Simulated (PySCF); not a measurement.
# Ionisation energy of Au(2+) by level of theory

Au(2+) [Xe] 4f14 5d9 (2D) → Au(3+) [Xe] 4f14 5d8 (3F), as a difference of total energies. Calculation: PySCF 2.14, in x2c-TZVPPall; the spin-free X2C one-electron Hamiltonian (Gaussian nucleus). Correlated levels: valence and next inner shell: [Kr] 4d10 4f14 frozen. The calculations carry no spin-orbit coupling.

Question: Order these methods by the ionisation energy they give, lowest first.
A. CCSD(T) (valence and next inner shell)
B. UHF
C. CCSD (valence and next inner shell)
D. MP2 (valence and next inner shell)

Answer: B (30.882 eV), C (32.365 eV), A (32.450 eV), D (32.635 eV).

A first-order spin-orbit estimate (lowest level to lowest level, LS coupling) adds -0.420 eV.

Errors of the correlated levels include the incompleteness of this basis and the frozen core.

For comparison: 30 ± 1.6 eV (theoretical estimate listed by NIST; NIST Atomic Spectra Database, ionization energies).
